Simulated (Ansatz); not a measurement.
Geometry optimisation, RKS PBE0/def2-SVP in Ansatz 0.2.0.

input.yaml

```yaml
crystal:
  periodic: [false, false, false]
  atoms:
    - { symbol: "N", position_ang: [0.7519, 0.9475, 1.6468] }
    - { symbol: C, position_ang: [-0.4366, 1.001, 1.0218] }
    - { symbol: Si, position_ang: [-0.755, -0.0741, -0.4981] }
    - { symbol: C, position_ang: [0.844, -1.0623, -0.9097] }
    - { symbol: F, position_ang: [0.512, -1.8461, -2.023] }
    - { symbol: H, position_ang: [0.6808, 1.6576, 2.4317] }
    - { symbol: H, position_ang: [-1.2396, 1.6435, 1.3626] }
    - { symbol: H, position_ang: [-1.8549, -0.9444, -0.23] }
    - { symbol: H, position_ang: [-1.1138, 0.8108, -1.5876] }
    - { symbol: H, position_ang: [1.6334, -0.4409, -1.1196] }
    - { symbol: H, position_ang: [1.0432, -1.7496, -0.0743] }
basis:
  gaussian: { orbitals: def2-SVP }
hamiltonian:
  xc: pbe0
relax:
  f_tol: 0.02
  max_steps: 50
```

Launched with:

```bash
$ ansatz run input.yaml --threads 2 --pin off --max-ram 3072MiB --backend cpu --events-out ev --progress --plain --runs-dir out
```

Task: Where does it end, and by what steps?

Result: It converged. After 6 steps the energy has fallen by 0.420 eV; H6 moved furthest, 0.18 Å.

```
step  energy less start (eV)  largest force component (eV/Å)  accepted
   0                  0.0000                           3.733       yes
   1                 -0.3426                           1.463       yes
   2                 -0.3272                           1.348        no
   3                 -0.4016                           0.598       yes
   4                 -0.4157                           0.138       yes
   5                 -0.4194                           0.114       yes
   6                 -0.4202                           0.016       yes
```

```xyz
11
Properties=species:S:1:pos:R:3
N 0.711 0.911 1.559
C -0.441 1.007 1.020
Si -0.784 -0.062 -0.510
C 0.792 -1.053 -0.877
F 0.598 -1.855 -1.985
H 0.795 1.528 2.377
H -1.229 1.684 1.415
H -1.937 -0.975 -0.242
H -1.147 0.811 -1.668
H 1.642 -0.372 -1.058
H 1.064 -1.679 -0.010
```

Whether the end is a true minimum wasn't checked by a vibrational analysis.

Run time: 24 s on 2 threads of Intel(R) Xeon(R) Platinum 8375C CPU @ 2.90GHz (Ice Lake), on a shared host, peak memory 0.24 GiB.
